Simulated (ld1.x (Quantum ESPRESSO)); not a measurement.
# Reading a pseudo-wave (S)

Columns: radius, all-electron u(r) and pseudo u(r) of the 3s shell (level -17.60 eV) of sulfur in the configuration [Ne] 3s1.5 3p4.5; PBE, scalar-relativistic, TM scheme, ld1.x (Quantum ESPRESSO) 7.5.

| r (bohr) | all-electron | pseudo |
| --- | --- | --- |
| 0.082 | 0.1651 | 0.0496 |
| 0.165 | -0.1343 | 0.0982 |
| 0.248 | -0.3505 | 0.1438 |
| 0.330 | -0.4086 | 0.1849 |
| 0.413 | -0.3460 | 0.2229 |
| 0.495 | -0.2131 | 0.2591 |
| 0.578 | -0.0461 | 0.2983 |
| 0.660 | 0.1250 | 0.3446 |
| 0.742 | 0.2861 | 0.4032 |
| 0.825 | 0.4303 | 0.4775 |
| 0.908 | 0.5518 | 0.5637 |
| 0.990 | 0.6490 | 0.6501 |
| 1.072 | 0.7243 | 0.7243 |
| 1.155 | 0.7800 | 0.7800 |
| 1.238 | 0.8169 | 0.8169 |
| 1.320 | 0.8374 | 0.8374 |
| 1.402 | 0.8443 | 0.8443 |
| 1.485 | 0.8399 | 0.8399 |
| 1.568 | 0.8262 | 0.8262 |
| 1.650 | 0.8056 | 0.8056 |
| 1.733 | 0.7791 | 0.7791 |
| 1.815 | 0.7490 | 0.7490 |
| 1.898 | 0.7157 | 0.7157 |
| 1.980 | 0.6809 | 0.6809 |
| 2.062 | 0.6452 | 0.6452 |
| 2.145 | 0.6087 | 0.6087 |

Q: How many radial nodes do the two functions have?

A: The all-electron 3s function has n − l − 1 = 2; the pseudo-wave has 0, since the states of the same l below it are removed with the core.

Q: At about which radius was the pseudo-wave matched?

A: 1.10 bohr, where the columns begin to agree (steps of 0.08 bohr).

Q: Where does each function peak?

A: Outermost all-electron maximum near 1.40 bohr, pseudo maximum near 1.40 bohr (to the table’s step).

Q: Is the pseudo-wave norm-conserving?

A: Yes: the TM scheme keeps the norm inside the radius equal to the all-electron one, which fixes the energy derivative of the logarithmic derivative at the level.
